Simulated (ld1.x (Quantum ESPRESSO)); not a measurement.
**W: one change to an ultrasoft potential, before and after**

ld1.x (Quantum ESPRESSO) 7.5 input, shortened:

```
&input
   title='W', zed=74., rel=1, dft='BLYP', iswitch=3,
   config='[Xe] 4f14 5d4 6s0.5 6p0'
 /
 &inputp
   pseudotype=3, tm=.true., lloc=-1, rcloc=2.20,
   nlcc=.true.,
   which_augfun='PSQ', rmatch_augfun_nc=.true.
 /
6
6S  1  0   0.50   0.00  2.30  2.45  0.0
6S  1  0   0.00  -0.45  2.30  2.45  0.0
6P  2  1   0.00   0.00  2.65  3.25  0.0
6P  2  1   0.00  -0.30  2.65  3.25  0.0
5D  3  2   4.00   0.00  1.55  1.75  0.0
5D  3  2   0.00   0.70  1.55  1.75  0.0
 &test
   configts(1)='5d4 6s0.5 6p0'
 /
```

Change: core [Kr] 4d10 4f14 5s2, valence charge 12; reference 5p6 5d4 6s2 6p0; waves now 6s (bound): rcut 2.15, rcutus 2.95 bohr; 6s channel at -0.45 Ry: rcut 2.15, rcutus 2.95 bohr; 5p (bound): rcut 1.65, rcutus 1.90 bohr; 6p (bound): rcut 1.65, rcutus 1.90 bohr; 5d (bound): rcut 2.25, rcutus 2.40 bohr; 5d channel at 0.7 Ry: rcut 2.25, rcutus 2.40 bohr; local potential all-electron potential smoothed inside 2.80 bohr (lloc = -1); core correction Bessel-smoothed model core, default radius (core density twice the valence density).

Cutoffs: the cutoffs (Ry, on a coarse ladder) from which the occupation-weighted sum of valence levels, in a spherical-Bessel basis at the reference potential, stays within 10 and 1 mRy of its value at 400 Ry; they do not see the model core or the augmentation charge, which bear on the density cutoff. Errors are all-electron minus pseudo energies relative to the spin-unpolarised reference configuration.

**Question.** What does the change do?

**Answer.** The potential gets softer (30 Ry and 45 Ry → 25 Ry and 40 Ry); the bound ghost in s disappears; the number of tests that count goes from 7 to 6. Several settings change at once here, so the effects cannot be laid on one of them.

| quantity | base | changed |
| --- | --- | --- |
| cutoff, loose | 30 Ry | 25 Ry |
| cutoff, tight | 45 Ry | 40 Ry |
| bound ghosts | s | none |
| tests counted (converged, no solver errors) | 7 of 7 | 6 of 7 |
| lowest overlap eigenvalue by channel | s 0.49, p 0.47, d 0.72 | s 0.35, p 0.12, d 0.77 |

Base: ld1.x printed “convergence not achieved” for 2 of the counted tests; their residual had stalled under 1e-8, short of the target of 1e-14. Changed file: Tests not counted: 5p6 5d3 6s0 6p0 (solver errors, printed error -702 eV). A true bound ghost makes a file unfit for plane-wave use even where its test errors are small: the radial tests pick states by their node count and pass the ghost by.
